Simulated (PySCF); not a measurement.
C6H13FGe.
InChI=1S/C6H13FGe/c1-8-5-3-2-4-6(8)7/h6,8H,2-5H2,1H3/t6-,8-/m1/s1

Computed with TDDFT CAM-B3LYP/def2-SVPD, vertical, gas phase, core orbitals frozen in the response in PySCF. Geometry: PBE0-D3(BJ)/def2-SVP, one conformer, isolated molecule. The CAM-B3LYP/def2-SVPD calculation is non-relativistic and has no spin–orbit coupling, an omission that weighs most on germanium.

Q: What does the calculation give for the low-lying excited states?

A: 

```json
{"state": "S1", "E (eV)": "7.19", "λ (nm)": "172.4", "ν̃ (cm⁻¹)": "58020", "f": "0.0076", "|μ| (D)": "0.53", "main configurations (H = HOMO, L = LUMO)": "H→L (85%)"}
{"state": "S2", "E (eV)": "7.54", "λ (nm)": "164.5", "ν̃ (cm⁻¹)": "60770", "f": "0.0066", "|μ| (D)": "0.48", "main configurations (H = HOMO, L = LUMO)": "H→L+2 (69%), H-1→L (17%)"}
{"state": "S3", "E (eV)": "7.56", "λ (nm)": "164.0", "ν̃ (cm⁻¹)": "60960", "f": "0.0017", "|μ| (D)": "0.24", "main configurations (H = HOMO, L = LUMO)": "H→L+1 (80%)"}
{"state": "S4", "E (eV)": "7.85", "λ (nm)": "158.0", "ν̃ (cm⁻¹)": "63290", "f": "0.019", "|μ| (D)": "0.80", "main configurations (H = HOMO, L = LUMO)": "H-1→L (46%), H→L+2 (13%)"}
{"state": "S5", "E (eV)": "8.09", "λ (nm)": "153.3", "ν̃ (cm⁻¹)": "65240", "f": "0.064", "|μ| (D)": "1.45", "main configurations (H = HOMO, L = LUMO)": "H-1→L+1 (38%), H→L+4 (21%), H-1→L+2 (14%)"}
{"state": "S6", "E (eV)": "8.11", "λ (nm)": "153.0", "ν̃ (cm⁻¹)": "65370", "f": "0.028", "|μ| (D)": "0.96", "main configurations (H = HOMO, L = LUMO)": "H→L+3 (60%), H-1→L+1 (19%)"}
{"state": "S7", "E (eV)": "8.18", "λ (nm)": "151.6", "ν̃ (cm⁻¹)": "65980", "f": "0.040", "|μ| (D)": "1.14", "main configurations (H = HOMO, L = LUMO)": "H-1→L (21%), H→L+6 (19%), H-1→L+1 (16%)"}
{"state": "S8", "E (eV)": "8.41", "λ (nm)": "147.4", "ν̃ (cm⁻¹)": "67830", "f": "0.024", "|μ| (D)": "0.87", "main configurations (H = HOMO, L = LUMO)": "H-1→L+2 (37%), H→L+6 (21%), H-2→L (12%)"}
{"state": "S9", "E (eV)": "8.46", "λ (nm)": "146.6", "ν̃ (cm⁻¹)": "68210", "f": "0.023", "|μ| (D)": "0.85", "main configurations (H = HOMO, L = LUMO)": "H-2→L (38%), H→L+4 (13%), H-2→L+1 (12%)"}
{"state": "S10", "E (eV)": "8.53", "λ (nm)": "145.3", "ν̃ (cm⁻¹)": "68810", "f": "0.075", "|μ| (D)": "1.52", "main configurations (H = HOMO, L = LUMO)": "H→L+5 (42%), H→L+4 (19%), H→L+6 (11%)"}
```

Triplets, Tamm–Dancoff:

| state | E (eV) | λ (nm) | main configurations (H = HOMO, L = LUMO) |
| --- | --- | --- | --- |
| T1 | 6.95 | 178.5 | H→L (69%), H→L+6 (12%) |
| T2 | 7.24 | 171.2 | H→L+2 (63%), H→L+4 (10%) |
| T3 | 7.32 | 169.3 | H→L+1 (53%), H-1→L (9%) |
| T4 | 7.62 | 162.7 | H-1→L (35%), H→L+1 (19%) |

The lowest singlet comes at 172 nm (694 kJ/mol) in the vacuum ultraviolet; it is weak; its leading configuration is HOMO→LUMO (85%). The strongest level in the table is S10 at 8.53 eV (145 nm, f = 0.075). It is the last of those listed, so stronger ones may follow. Löwdin shares by element: HOMO carbon 38% or more, germanium 17%, fluorine 10% (atoms not listed hold the other 35%); LUMO germanium 30%, hydrogen 11% or more, carbon 8% or more (atoms not listed hold the other 51%). The listed states span 1.34 eV, and the widest gap between neighbours is 0.34 eV (S1 to S2). Of the 10 states listed, 7 reach f = 0.01 and none stays under 0.0005. Weighted by f, the mean energy of these states is 8.22 eV. All these states lie below the vertical ionisation energy of 9.42 eV (ΔSCF). Only the lowest 10 singlets were computed, as vertical energies without vibronic structure.
